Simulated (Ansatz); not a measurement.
`B1CS1` and `FC1BS1` differ in one atom or group.

Ansatz, PBE0-D4/def2-TZVP geometries, multiplicity 1. 

```
                                                                                  property  `B1CS1`
                                                       LUMO energy (B3LYP/def2-TZVPP) / eV    -1.43
                                                        HOMO energy (PBE0/def2-TZVPP) / eV    -7.66
ideal-gas entropy at 298 K and 1 bar (rigid rotor, harmonic PBE0-D4/def2-TZVP) / J/(mol·K)      260
                                                         LUMO energy (PBE/def2-TZVPP) / eV    -2.18
                                                         HOMO energy (PBE/def2-TZVPP) / eV    -6.53
                                          size of the dipole moment (B3LYP/def2-TZVPP) / D     1.01
```

(1) What does the change do to each property? (Best estimate.)

Answers

(1) Ansatz gave: 
```
                                                                                  property  `FC1BS1`  shift
                                                       LUMO energy (B3LYP/def2-TZVPP) / eV     -1.93  -0.50
                                                        HOMO energy (PBE0/def2-TZVPP) / eV     -8.27  -0.61
ideal-gas entropy at 298 K and 1 bar (rigid rotor, harmonic PBE0-D4/def2-TZVP) / J/(mol·K)       280     20
                                                         LUMO energy (PBE/def2-TZVPP) / eV     -2.68  -0.50
                                                         HOMO energy (PBE/def2-TZVPP) / eV     -6.90  -0.37
                                          size of the dipole moment (B3LYP/def2-TZVPP) / D      1.39   0.38
```

With PBE0 the HOMO falls by 0.61 eV and the LUMO falls by 0.51 eV, so the gap widens by about 0.10 eV. PBE moves the HOMO by -0.37 eV and ωB97M-V by -0.65 eV. Dipoles are sizes alone; their direction can turn.

B3LYP here is the variant with VWN-RPA as its local correlation; programs differ in this.
